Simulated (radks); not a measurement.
Q: These are the eigenvalues of the occupied orbitals of an atom or ion with whole-number occupations (hartree). Method: scalar-relativistic Kohn-Sham, LB94 model potential, spin-polarised, spherical densities, finite nucleus; Fermi nuclear charge, rms radius of each element as measured or else 0.836 A^(1/3) + 0.57 fm; computed with a radial shooting solver on a logarithmic mesh with Libxc functionals.

1s down: -1308.907
1s up: -1308.900
2s up: -237.1794
2s down: -237.1630
2p up: -217.2262
2p down: -217.2251
3s up: -76.51074
3s down: -76.28268
3p up: -70.05487
3p down: -69.82458
3d up: -60.88081
3d down: -60.65479

Which element is it, and in what charge state? The configuration may be excited. Open shells, if any, are filled with parallel spins first.

A: Z = 54, xenon, charge +28: Xe28+ in [Ar] 3d8. The list shows which subshells hold electrons but not how many an open one holds; the 1s level, -1308.9 hartree, gives Z - s = 51.2 by -(Z - s)^2/2, which with screening and relativity narrows Z to a few neighbours, and the depths of the outer levels then fix element, charge and occupations together.
